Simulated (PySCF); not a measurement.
Co (cobalt, neutral) across methods

[Ar] 3d6 4s2 4p1, one real determinant (an excited configuration). Computed with PySCF 2.14 in aug-cc-pwCVTZ-DK (10s9p7d4f3g, 127 functions), with scalar relativity by spin-free X2C-1e.

```
   method  E (hartree)  mean ε 4s α (eV)  mean ε 4s β (eV)  mean ε 4p α (eV)  Σ⟨r²⟩ (bohr²)   ⟨S²⟩
      PBE    -1392.741            -8.162            -6.790            -3.130          44.67  8.757
  wB97M-V    -1392.878           -11.340            -9.800            -5.547          44.65  8.757
      LDA    -1390.315            -8.359            -7.035            -3.130          44.36  8.756
   r2SCAN    -1392.955            -8.428            -6.889            -3.373          44.18  8.764
    TPSSh    -1392.990            -8.656            -6.983            -3.560          44.22  8.759
BHandHLYP    -1392.977            -9.972            -8.402            -4.483          44.70  8.758
     PBE0    -1392.765            -9.168            -7.545            -3.941          44.44  8.758
      UHF  -1391.69560           -11.424            -8.926            -5.724          45.61  8.758
```

⟨L²⟩ = 8.03 against 12 for a pure F term, so this real determinant mixes terms.
